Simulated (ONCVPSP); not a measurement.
boron (B), ONCV: configuration errors across variants

* Element: boron (B)
* Generator: ONCVPSP 4.0.1
* Type: optimised norm-conserving Vanderbilt (ONCV)
* Functional: PBEsol
* Relativity: scalar-relativistic
* Frozen core: [He]
* Valence charge: 3
* Reference configuration: 2s1 (charge +2)
* Partial waves: 2s: rc 1.00 bohr, ncon 5, nbas 9, qcut 5.9 1/bohr, 1 projector; p scattering state at 0.26 Ha: rc 0.95 bohr, ncon 4, nbas 8, qcut 7.3 1/bohr, 3 projectors, debl 1.9 Ha; d scattering state at 0.04 Ha: rc 0.90 bohr, ncon 4, nbas 8, qcut 9 1/bohr, 2 projectors, debl 0.8 Ha
* Local potential: polynomial inside 0.75 bohr (lpopt 5, dvloc0 0 Ha)
* Core correction: none

In the p channel the program set the typed energies aside and used 0.050, 1.950, 3.850 Ha.

All-electron excitation energies from the reference (eV): (1) 2s2 2p1 -33.401; (2) 2s2 -25.262; (3) 2s2 2p0.5 -30.546; (4) 2s1 2p1 -19.137.

A true bound ghost makes a file unfit for plane-wave use even where its test errors are small: the radial tests pick states by their node count and pass the ghost by.

Errors AE − PS in meV (a dash: test not solved or not reliable):

```csv
change,(1),(2),(3),(4),bound ghosts,GHOST(+) flags above zero
base,+105,+30,+74,+91,p,d
s: qcut 3.9; p: qcut 4.8; d: qcut 5.9,+108,+30,+76,+96,p,d
s: qcut 4.3; p: qcut 5.3; d: qcut 6.6,+108,+30,+76,+95,p,d
s: qcut 5.2; p: qcut 6.4; d: qcut 7.9,+106,+30,+75,+92,p,d
s: qcut 5.6; p: qcut 7; d: qcut 8.6,+105,+30,+75,+91,p,d
s: qcut 6.9; p: qcut 8.5; d: qcut 10.5,+104,+30,+74,+90,p,none
s: qcut 7.3; p: qcut 9; d: qcut 11.1,+104,+29,+74,+92,none,p
s: qcut 8.1; p: qcut 10; d: qcut 12.3,+104,+29,+74,+91,none,p
s: qcut 8.5; p: qcut 10.6; d: qcut 13,+105,+29,+75,+93,none,p
```

Task: Give the same row for: s: qcut 6.3; p: qcut 7.8; d: qcut 9.6.

Result: +105, +30, +74, +90; bound ghosts: p; GHOST(+) flags above zero: d.
